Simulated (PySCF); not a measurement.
## Radial density of Yb⁵¹⁺ (ytterbium, charge +51)

UHF, [Ar] 3d1, 2D determinant. Computed with PySCF 2.14 in an uncontracted even-tempered set (17 s from 12 bohr⁻², ratio 2.5; 12 p from 15 bohr⁻², ratio 2.5; 7 d from 15 bohr⁻², ratio 2.5; 4 f from 53 bohr⁻², ratio 2.7; 3 g from 80 bohr⁻², ratio 2.7), with scalar relativity by spin-free X2C-1e.

```csv
r (bohr),4πr²ρ (e/bohr),4πr²(ρα − ρβ)
0.0155,94.41,0.0020
0.0261,83.01,0.0354
0.0439,108.6,0.3501
0.0739,102.1,2.0922
0.124,49.44,5.7262
0.209,52.70,4.3095
0.352,5.641,0.3673
0.592,0.02425,0.0018
```

Densities and radii are taken from the X2C orbitals without a picture-change correction, which distorts them close to the nucleus.

Spin-orbit coupling, absent here, splits the open shell strongly.
